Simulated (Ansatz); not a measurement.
The same ligand exchange along the group O, S, Se.

Calculated with Ansatz (gas phase, PBE0-D4/def2-TZVP geometries, no zero-point term in ΔE). CCSD(T)/CBS is the MP2 limit (def2-TZVPP, def2-QZVPP) plus CCSD(T) − MP2 in def2-TZVPP, frozen cores. This one scheme is used for every species. Functionals use def2-TZVPP. def2 core potentials past Kr. For In, Se outer-core shells are correlated without core-valence functions, which leaves a few kJ/mol of doubt a bond. Scalar relativity is left out up to krypton. One conformer a species, not always the lowest.

```csv
reaction,CCSD(T)/def2-SVP (kJ/mol),r2SCAN-D4 (kJ/mol),RPA@PBE/def2-TZVPP (kJ/mol),LDA (SPW92) (kJ/mol)
`[OH][In]([Cl])[Cl]` + HCl → `[Cl][In]([Cl])[Cl]` + H₂O,-83,-82,-74,-78
`[SH][In]([Cl])[Cl]` + HCl → `[Cl][In]([Cl])[Cl]` + H₂S,-21,-15,-14,-7
`[Cl][In]([Cl])[SeH]` + HCl → `[Cl][In]([Cl])[Cl]` + H₂Se,1,7,7,14
```

Question: Give the CCSD(T)/CBS values in the same order. (Estimate.)

Answer: Computed: -83, -14, 10 kJ/mol.

Largest T1 diagnostic: 0.014, for `[OH][In]([Cl])[Cl]`.
